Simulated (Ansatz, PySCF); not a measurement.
Complex: H2O (SMILES O) (first 3 atoms) with HCl (SMILES Cl); geometry from B3LYP-D3(BJ)/def2-TZVP.
(charge 0, multiplicity 1):
```
atom    x (Å)    y (Å)    z (Å)
----  -------  -------  -------
O      0.2116   0.5618   0.1773
H      0.7237  -0.1570  -0.2099
H     -0.6615   0.5165  -0.2283
Cl     0.0821   0.3819   3.3164
H      0.1580   0.5022   2.0199
```

Basis-set superposition error: the interaction energy with monomers in their own basis, and in the dimer's basis (counterpoise).

The values were computed with Ansatz (Gaussian orbitals); PySCF for 6-31G* rows, M06-2X. Each number belongs to the level named beside it.

```tsv
level	uncorrected (meV)	counterpoise (meV)	difference
BLYP/def2-TZVPPD	-204.0	-199.7	4.3
revPBE/def2-TZVPPD	-185.7	-181.4	4.3
B97M-V/def2-TZVPPD	-266.0	-262.3	3.6
M06-2X/def2-TZVPPD	-243.1	-239.4	3.6
wB97X-V/def2-TZVPPD	-251.5	-248.1	3.5
MP2/6-31G*	-353.1	-269.3	83.8
MP2/aug-cc-pV(D+d)Z	-270.9	-225.5	45.4
SCS-MP2/aug-cc-pV(D+d)Z	-237.7	-190.2	47.5
SCS-MP2/aug-cc-pV(T+d)Z	-233.0	-205.8	27.2
CCSD(T)/aug-cc-pV(D+d)Z	-249.4	-199.8	49.7
```

The error is largest for MP2/6-31G* (83.8 meV) and smallest for wB97X-V/def2-TZVPPD (3.5 meV).

Ansatz is a first-principles code.
